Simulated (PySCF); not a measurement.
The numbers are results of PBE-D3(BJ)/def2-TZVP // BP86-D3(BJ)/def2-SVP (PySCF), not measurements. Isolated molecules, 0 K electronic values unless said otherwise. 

Reference species: [Hf(Cl)4] (neutral, multiplicity 1).

| Property | Result |
|---|---|
| charge on the central atom (Mulliken) | 1.09 e |
| coordination number | 4 |

Changed species: [Hf(Br)4] (4 of 4 Cl replaced by Br; the reference has 0 of 4 Cl replaced by Br).

Q: What does the change do to the charge on the central atom (Mulliken) and coordination number?

A: the charge on the central atom (Mulliken) drops by 0.05 e, to 1.04 e; the coordination number stays essentially unchanged.
